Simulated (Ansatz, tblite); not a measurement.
Cost and result up the ladder for [NbO2(OH)2]- (NbO₄H₂⁻) (7 atoms). Total charge -1; singlet. Geometry: r2SCAN-D4/def2-SVPD.

```
atom    x (Å)    y (Å)    z (Å)
 Nb1   0.2788   0.0727   0.3647
  O2   1.7576   0.4964   1.2309
  O3  -1.0080  -0.3621   1.4945
  O4   0.6208  -1.4844  -0.8360
  H5  -0.0400  -2.1843  -0.8348
  O6  -0.3348   1.6272  -0.7264
  H7  -1.2743   1.8345  -0.6929
```

Ansatz on 4 threads of Arm Neoverse V2 on a shared host; xTB runs through tblite on one thread. Times are rough, summed over both states, and most runs start from the orbitals of an earlier one. PBE0-D4/def2-TZVPD serves as the yardstick here, not as an exact answer. Differences are given only for rows in sets of like size (and for xTB, whose basis is part of the method), since another set adds its own error. The other state is a doublet.

In the def2 sets Nb takes a core potential; there is no spin–orbit coupling. The xTB rows come from tblite. Correlated methods freeze 4 core orbitals; core or outer-core shells of Nb are correlated, in sets that lack core-valence functions. The rows differ in basis, and correlated rows in double-zeta sets carry the largest basis error. In CCSD on the charge 0 doublet the largest single amplitude is 0.15, so its Hartree–Fock determinant may place the open shell otherwise than the density functionals do. HOMO above LUMO, or a gap near zero within one spin, warns that the state may not be the lowest or that an electron is smeared out.

Run but left out: HF/def2-SVPD, MP2/def2-SVPD (neutral doublet: ⟨S²⟩ 1.09, where a pure state has 0.75).

Correlated methods converge slowly with the basis, most of all in double-zeta sets.

Raw xTB energies of ions are shifted by several eV.

```json
{"level": "GFN2-xTB", "functions": "27", "wall time": "0.007 s", "vertical IE (eV)": "9.89", "difference from PBE0-D4/def2-TZVPD (eV)": "5.38", "remarks": "–"}
{"level": "GFN1-xTB", "functions": "29", "wall time": "0.008 s", "vertical IE (eV)": "9.66", "difference from PBE0-D4/def2-TZVPD (eV)": "5.15", "remarks": "–"}
{"level": "PBE0-D4/def2-TZVPD", "functions": "218", "wall time": "11 s", "vertical IE (eV)": "4.52", "difference from PBE0-D4/def2-TZVPD (eV)": "0.00", "remarks": "–"}
{"level": "PBE-D4/def2-TZVPD (with forces)", "functions": "218", "wall time": "11 s", "vertical IE (eV)": "4.37", "difference from PBE0-D4/def2-TZVPD (eV)": "-0.15", "remarks": "gap within one spin near zero (doublet)"}
{"level": "r2SCAN-D4/def2-TZVPD", "functions": "218", "wall time": "13 s", "vertical IE (eV)": "4.37", "difference from PBE0-D4/def2-TZVPD (eV)": "-0.14", "remarks": "–"}
{"level": "CCSD(T)/def2-SVPD", "functions": "142", "wall time": "3.4 min", "vertical IE (eV)": "4.72", "difference from PBE0-D4/def2-TZVPD (eV)": "–", "remarks": "spin-contaminated (⟨S²⟩ 1.09) (doublet)"}
```
